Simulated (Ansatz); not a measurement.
Consider the formal exchange of groups at a C–F bond: `CC(F)C=N` + BH₃ → `BC(C)C=N` + H–F.

Isolated molecules relaxed with PBE0-D4/def2-TZVP in Ansatz; ΔE leaves out vibrations. CCSD(T)/CBS adds triple-zeta CCSD(T) − MP2 to the extrapolated MP2 energy (def2 sets, frozen cores). This one scheme is used for every species. Functionals use def2-TZVPP. B3LYP here is the variant with VWN-RPA as its local correlation; programs differ in this. Each species was taken in one conformer, which may not be the lowest.

`CC(F)C=N`:

Cartesian coordinates in Å:
```
C 1.361 -0.101 0.082
C -0.067 0.030 0.560
F -0.315 1.345 0.913
C -1.058 -0.401 -0.485
N -1.958 0.307 -1.007
H 1.575 -1.138 -0.185
H 1.523 0.525 -0.797
H 2.052 0.204 0.869
H -0.224 -0.577 1.461
H -0.955 -1.443 -0.806
H -1.935 1.249 -0.606
```

BH₃:

Z-matrix (Å, degrees):
```
B
H 1 1.193
H 1 1.193 2 120.0
H 1 1.193 2 120.0 3 180.0
```

`BC(C)C=N`:

```xyz
13

B    -0.820   -1.424   -0.317
C    -0.263   -0.050    0.153
C     0.593   -0.053    1.418
C     0.305    0.802   -0.930
N    -0.387    1.657   -1.554
H    -1.096   -1.622   -1.463
H    -1.062   -2.262    0.504
H    -1.261    0.387    0.386
H     0.141   -0.675    2.192
H     0.724    0.954    1.819
H     1.588   -0.458    1.213
H     1.369    0.624   -1.148
H     0.167    2.120   -2.273
```

H–F:

Z-matrix (Å, degrees):
```
F
H 1 0.920
```

```json
{"level": "PBE-D4", "ΔE (kcal/mol)": "-17.9", "difference from CCSD(T)/CBS": "0.6"}
{"level": "r2SCAN-D4", "ΔE (kcal/mol)": "-16.1", "difference from CCSD(T)/CBS": "2.4"}
{"level": "PBE0-D4", "ΔE (kcal/mol)": "-18.1", "difference from CCSD(T)/CBS": "0.4"}
{"level": "B3LYP-D4", "ΔE (kcal/mol)": "-15.5", "difference from CCSD(T)/CBS": "3.0"}
{"level": "ωB97X-V", "ΔE (kcal/mol)": "-14.8", "difference from CCSD(T)/CBS": "3.7"}
{"level": "PBE", "ΔE (kcal/mol)": "-17.0", "difference from CCSD(T)/CBS": "1.5"}
{"level": "PBE0", "ΔE (kcal/mol)": "-17.2", "difference from CCSD(T)/CBS": "1.3"}
{"level": "B3LYP", "ΔE (kcal/mol)": "-14.0", "difference from CCSD(T)/CBS": "4.5"}
{"level": "HF/def2-TZVPP", "ΔE (kcal/mol)": "-10.5", "difference from CCSD(T)/CBS": "8.0"}
{"level": "SCS-MP2/def2-TZVPP", "ΔE (kcal/mol)": "-17.1", "difference from CCSD(T)/CBS": "1.4"}
{"level": "HF/def2-QZVPP", "ΔE (kcal/mol)": "-10.7", "difference from CCSD(T)/CBS": "7.8"}
{"level": "MP2/def2-QZVPP", "ΔE (kcal/mol)": "-20.9", "difference from CCSD(T)/CBS": "-2.4"}
{"level": "SCS-MP2/def2-QZVPP", "ΔE (kcal/mol)": "-18.0", "difference from CCSD(T)/CBS": "0.5"}
{"level": "HF/CBS(def2)", "ΔE (kcal/mol)": "-10.7", "difference from CCSD(T)/CBS": "7.8"}
{"level": "MP2/CBS(def2)", "ΔE (kcal/mol)": "-21.4", "difference from CCSD(T)/CBS": "-2.9"}
{"level": "CCSD/CBS(def2)", "ΔE (kcal/mol)": "-17.9", "difference from CCSD(T)/CBS": "0.6"}
{"level": "CCSD(T)/CBS", "ΔE (kcal/mol)": "-18.5", "difference from CCSD(T)/CBS": "0"}
```

Largest T1 diagnostic among the species: 0.011.

The D4 term adds −1.5 kcal/mol with B3LYP and −0.8 kcal/mol with PBE0; it sums over pairs of atoms, weighted by their polarisabilities, and B3LYP, whose exchange is more repulsive, gets the larger term. In def2-TZVPP, CCSD(T) changes the Hartree–Fock value by −6.7 kcal/mol (the triples alone add −0.6 kcal/mol) and MP2 by −9.6 kcal/mol.
